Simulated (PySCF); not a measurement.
Some computed properties have been withheld. Give your best values.

C6H10O2.
SMILES: `C1OC[C@@H](CC1)C=O`

```json
{"property": "point group of the GFN2-xTB geometry", "level": "GFN2-xTB", "value": "C1"}
{"property": "rotational constants A, B, C of the GFN2-xTB geometry", "level": "GFN2-xTB", "value": "3.487, 1.651, 1.412 GHz"}
{"property": "dipole moment", "level": "PBE0/def2-SVPD", "value": "?"}
{"property": "HOMO energy", "level": "PBE0/def2-SVPD", "value": "-7.19 eV"}
{"property": "LUMO energy", "level": "PBE0/def2-SVPD", "value": "?"}
{"property": "lowest singlet excitation", "level": "TDDFT PBE0/def2-SVPD", "value": "?"}
{"property": "strongest line among the 8 lowest singlet transitions", "level": "TDDFT PBE0/def2-SVPD", "value": "?"}
{"property": "lowest triplet excitation (Tamm–Dancoff)", "level": "TDA PBE0/def2-SVPD", "value": "?"}
{"property": "static isotropic polarisability", "level": "PBE0/def2-SVPD", "value": "?"}
{"property": "electronic spatial extent ⟨r²⟩ about the centre of nuclear charge", "level": "PBE0/def2-SVPD", "value": "935 bohr²"}
```

Electronic properties: PySCF, gas phase, density fitting.

Problem. What is the lowest singlet excitation?

Solution. 4.10 eV (303 nm, f = 0.000).

Problem. Give the lowest triplet excitation (Tamm–Dancoff).

Solution. 3.47 eV.

Problem. Give the strongest line among the 8 lowest singlet transitions.

Solution. S7 at 7.46 eV (166 nm, f = 0.027).

Problem. The static isotropic polarisability?

Solution. 74.7 au.

Problem. The dipole moment?

Solution. 3.12 D.

Problem. What is the LUMO energy?

Solution. -0.88 eV.

The rotational constants make it an asymmetric top with κ = (2B − A − C)/(A − C) = -0.77, nearer the prolate limit (−1). The vertical singlet–triplet gap S1 − T1 is 0.63 eV (TDDFT singlet less Tamm–Dancoff triplet; S1: HOMO→LUMO, weight 0.89; T1: HOMO→LUMO, weight 0.85). The dipole equals about 10.4 × 10⁻³⁰ C·m (1 D = 3.33564 × 10⁻³⁰ C·m). With B = h/(8π²I), that is 505.379 GHz u Å² over I, the principal moments of inertia are 144.9, 306.1 and 358.0 u Å² (most abundant isotopes); the inertial defect Ic − Ia − Ib is -93.0 u Å² (zero for a rigid planar frame, negative otherwise).

For the TDDFT job (PBE0/def2-SVPD), on one thread, x86-64 server, shared host, this took 40 s.

One conformer stands for the species.
